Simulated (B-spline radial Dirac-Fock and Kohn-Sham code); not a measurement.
Kohn-Sham estimates against Dirac-Fock for the levels of Eu

System: the Eu atom, configuration [Xe] 4f6 6s2 6p1 (not the ground configuration).

The density-functional columns are spherical, spin-unpolarised Dirac-Kohn-Sham results without Breit or QED terms: −ε is minus the orbital energy of the initial state and ΔSCF the difference of two total energies. The reference in the last column comes from Dirac-Fock energy differences between relaxed states, corrected for Breit and QED terms. All numbers are from a B-spline atomic structure program, in eV; a selection of levels is shown. The Kohn-Sham columns are given as differences from the reference. For the 1s level of heavy atoms much of the gap between ΔSCF and the reference is the Breit and QED part, -204.8 eV here; for other levels the error of the functional can be larger.

```tsv
level	PBE −ε − DF	PBE ΔSCF − DF	Dirac-Fock
K	-209.5	+239.2	48532.1
L1	-133.6	-53.7	8073.5
L2	-99.7	+2.0	7633.2
L3	-107.4	-15.7	6992.9
M1	-67.2	-43.6	1823.0
M2	-53.6	-28.5	1633.7
M3	-52.9	-29.5	1501.0
M4	-33.5	-5.8	1177.5
M5	-34.1	-7.0	1149.4
N1	-31.7	-21.5	388.4
N2	-25.0	-14.9	313.8
N3	-25.0	-15.2	284.5
N4	-12.7	-3.3	160.4
N5	-12.7	-3.5	155.2
N6,7	-4.7	+3.1	16.26
O1	-9.0	-3.2	60.34
O2	-4.5	+0.9	37.04
O3	-4.4	+0.7	32.87
P1	-1.3	+1.3	6.71
P2,3	-1.7	+0.3	3.93
```

Values without a named source are computed, but for edge energies of neutral atoms, which are taken from tables.
